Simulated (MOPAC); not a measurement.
MOPAC input (MNDO):

```
MNDO PRECISE GNORM=0.05 LET XYZ CHARGE=-1 GEO-OK AUX(PRECISION=9) THREADS=1
H4PSi

Si   -0.97543268 1    0.10959893 1    0.19520595 1
P     1.13449721 1   -0.18862683 1   -0.28607200 1
H    -1.82183741 1   -0.82343493 1   -0.62787256 1
H    -1.62420637 1    1.45445963 1   -0.06147326 1
H    -1.47167320 1   -0.15189419 1    1.60261794 1
H     1.55631634 1    0.81588701 1    0.64492459 1
```

Output:

```
 *******************************************************************************
 **                                                                           **
 **                              MOPAC v23.2.5                                **
 **                                                                           **
 *******************************************************************************
 ** MOPAC's Digital Object Identifier: https://doi.org/10.5281/zenodo.6511958 **
 **                                                                           **
 ** Please cite the open-source release paper for use of this MOPAC version:  **
 ** J. E. Moussa and J. J. P. Stewart (2026)                                  **
 ** MOPAC: An open-source semiempirical molecular orbital program             **
 ** J. Open Source Softw., 11(119), 8025, https://doi.org/10.21105/joss.08025 **
 *******************************************************************************

                              MNDO CALCULATION RESULTS

 *******************************************************************************
 *  MNDO       - The MNDO Hamiltonian to be used
 *  GEO-OK     - OVERRIDE INTERATOMIC DISTANCE AND OTHER SAFETY CHECKS
 *
 *
 *
 *                 CHARGE ON SYSTEM = -1
 *
 *
 *
 *  LET        - OVERRIDE SOME SAFETY CHECKS
 *  PRECISE    - TIGHTER CRITERIA TO BE USED
 *  XYZ        - CARTESIAN COORDINATE SYSTEM TO BE USED
 *  GNORM      - EXIT WHEN GRADIENT NORM DROPS BELOW 0.050
 *  AUX        - OUTPUT AUXILIARY INFORMATION
 *******************************************************************************
MNDO PRECISE GNORM=0.05 LET XYZ CHARGE=-1 GEO-OK AUX(PRECISION=9) THREADS=1
 H4PSi

   ATOM   CHEMICAL          X               Y               Z
  NUMBER   SYMBOL      (ANGSTROMS)     (ANGSTROMS)     (ANGSTROMS)

     1      Si         -0.97543268  *   0.10959893  *   0.19520595  *
     2       P          1.13449721  *  -0.18862683  *  -0.28607200  *
     3       H         -1.82183741  *  -0.82343493  *  -0.62787256  *
     4       H         -1.62420637  *   1.45445963  *  -0.06147326  *
     5       H         -1.47167320  *  -0.15189419  *   1.60261794  *
     6       H          1.55631634  *   0.81588701  *   0.64492459  *

          CARTESIAN COORDINATES

    NO.       ATOM           X           Y           Z

     1        Si         -0.9754      0.1096      0.1952
     2         P          1.1345     -0.1886     -0.2861
     3         H         -1.8218     -0.8234     -0.6279
     4         H         -1.6242      1.4545     -0.0615
     5         H         -1.4717     -0.1519      1.6026
     6         H          1.5563      0.8159      0.6449

  H: (MNDO): M.J.S. DEWAR, W. THIEL, J. AM. CHEM. SOC., 99, 4899, (1977)
 Si: (MNDO): M.J.S.DEWAR, ET. AL. ORGANOMETALLICS  5, 375 (1986)
  P: (MNDO): M.J.S.DEWAR, M.L.MCKEE, H.S. RZEPA,J. AM. CHEM. SOC., 100 3607 1978

           Empirical Formula: H4 Si P  =     6 atoms

      MOLECULAR POINT GROUP   :   Cs

      RHF CALCULATION, NO. OF DOUBLY OCCUPIED LEVELS = 7

          Geometry optimization using EF

          DIAGONAL MATRIX USED AS START HESSIAN

 CYCLE:     1  GRAD.:   127.532 HEAT:  3.181854
 CYCLE:     2  GRAD.:    59.041 HEAT: -11.26557
 CYCLE:     3  GRAD.:   113.689 HEAT: -8.972549
 CYCLE:     4  GRAD.:    67.381 HEAT: -13.76380
 CYCLE:     5  GRAD.:   131.794 HEAT: -5.387103
 CYCLE:     6  GRAD.:    20.217 HEAT: -16.02246
 CYCLE:     7  GRAD.:    37.607 HEAT: -15.58432
 CYCLE:     8  GRAD.:     4.135 HEAT: -16.30498
 CYCLE:     9  GRAD.:     3.100 HEAT: -16.32998
 CYCLE:    10  GRAD.:     2.345 HEAT: -16.35149
 CYCLE:    11  GRAD.:     1.066 HEAT: -16.36834
 CYCLE:    12  GRAD.:     0.540 HEAT: -16.37214
 CYCLE:    13  GRAD.:     0.273 HEAT: -16.37329
 CYCLE:    14  GRAD.:     0.094 HEAT: -16.37396
 CYCLE:    15  GRAD.:     0.029 HEAT: -16.37400

     GRADIENT =  0.02892 IS LESS THAN CUTOFF =  0.05000

 -------------------------------------------------------------------------------
 MNDO PRECISE GNORM=0.05 LET XYZ CHARGE=-1 GEO-OK AUX(PRECISION=9) THREADS=1
 H4PSi

     GEOMETRY OPTIMISED USING EIGENVECTOR FOLLOWING (EF).
     SCF FIELD WAS ACHIEVED

                              MNDO CALCULATION
                                                       MOPAC v23.2.5 Linux

          FINAL HEAT OF FORMATION =        -16.37400 KCAL/MOL =     -68.50883 KJ/MOL

          COSMO AREA              =         99.93 SQUARE ANGSTROMS
          COSMO VOLUME            =         87.31 CUBIC ANGSTROMS

          GRADIENT NORM           =          0.02892          =       0.01181 PER ATOM
          IONIZATION POTENTIAL    =          2.638633 EV
          HOMO LUMO ENERGIES (EV) =         -2.639  7.250
          NO. OF FILLED LEVELS    =          7
          MOLECULAR WEIGHT        =         63.0909         POINT GROUP:  Cs

          MOLECULAR DIMENSIONS (Angstroms)

            Atom       Atom       Distance
            H     6    H     3     3.91850
            P     2    H     4     2.41059
            H     5    P     2     1.93991

          SCF CALCULATIONS        =         16

   ATOM   CHEMICAL          X               Y               Z
  NUMBER   SYMBOL      (ANGSTROMS)     (ANGSTROMS)     (ANGSTROMS)

     1      Si         -0.93856343  *   0.07754029  *   0.16088020  *
     2       P          0.99960252  *  -0.12804481  *  -0.21522729  *
     3       H         -1.74174279  *  -0.77614978  *  -0.58956966  *
     4       H         -1.46264131  *   1.35595710  *  -0.07058313  *
     5       H         -1.31963083  *  -0.15011130  *   1.48961795  *
     6       H          1.71578607  *   0.69871189  *   0.51719773  *

                             CARTESIAN COORDINATES

   1   Si       -0.938563428     0.077540293     0.160880195
   2    P        0.999602525    -0.128044815    -0.215227294
   3    H       -1.741742792    -0.776149778    -0.589569658
   4    H       -1.462641311     1.355957096    -0.070583131
   5    H       -1.319630831    -0.150111302     1.489617954
   6    H        1.715786069     0.698711885     0.517197733

           Empirical Formula: H4 Si P  =     6 atoms

      MOLECULAR POINT GROUP   :   Cs

                  EIGENVALUES
 -16.96372 -11.30552  -7.50649  -7.25467  -6.71955  -3.47060  -2.63863   7.25030
   7.29352   7.30916   7.79893   9.02233

              NET ATOMIC CHARGES AND DIPOLE CONTRIBUTIONS

  ATOM NO.   TYPE          CHARGE      No. of ELECS.   s-Pop       p-Pop
    1         Si           1.665662        2.3343     1.01209     1.32225
    2          P          -1.328779        6.3288     1.76823     4.56055
    3          H          -0.434199        1.4342     1.43420
    4          H          -0.468358        1.4684     1.46836
    5          H          -0.468358        1.4684     1.46836
    6          H           0.034033        0.9660     0.96597
 DIPOLE           X         Y         Z       TOTAL
 POINT-CHG.    -3.582     0.408     0.722     3.677
 HYBRID        -0.337     1.279     1.266     1.831
 SUM           -3.919     1.687     1.988     4.707

          ATOMIC ORBITAL ELECTRON POPULATIONS

     Atom    s        px        py        pz
    1 Si   1.01209   0.49513   0.41412   0.41300
    2  P   1.76823   1.27748   1.61753   1.66554
    3  H   1.43420
    4  H   1.46836
    5  H   1.46836
    6  H   0.96597

 **********************
 *                    *
 * JOB ENDED NORMALLY *
 *                    *
 **********************

 == MOPAC DONE ==
```

The dipole moment of an ion depends on the origin.
